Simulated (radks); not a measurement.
Task: The lanthanum ion La3+, [Xe]. All-electron calculation, non-relativistic Kohn-Sham, exchange-only LDA, spin-polarised, spherical densities, point nucleus. Program: a radial shooting solver on a logarithmic mesh with Libxc functionals. Every spin shell is full or empty, so the densities are truly spherical. Functionals are evaluated on that one density, not self-consistently. Rank these orbital-free kinetic functionals by their error against the exact value of the orbitals, and give that value: Thomas-Fermi, von Weizsacker, TF + vW, TF + vW/9, TF + vW/5, revAPBEK, Perdew 92, LKT, DePristo-Kress.

Result: Exact: 8210.87 hartree. From best to worst, with 100 (|E| - |E exact|)/|E exact| (equal figures are ties): DePristo-Kress -0.16, revAPBEK +0.23, Perdew 92 -0.71, TF + vW/9 -0.72, TF + vW/5 +2.82, Thomas-Fermi -5.14, LKT +18.19, TF + vW +34.67, von Weizsacker -60.19.
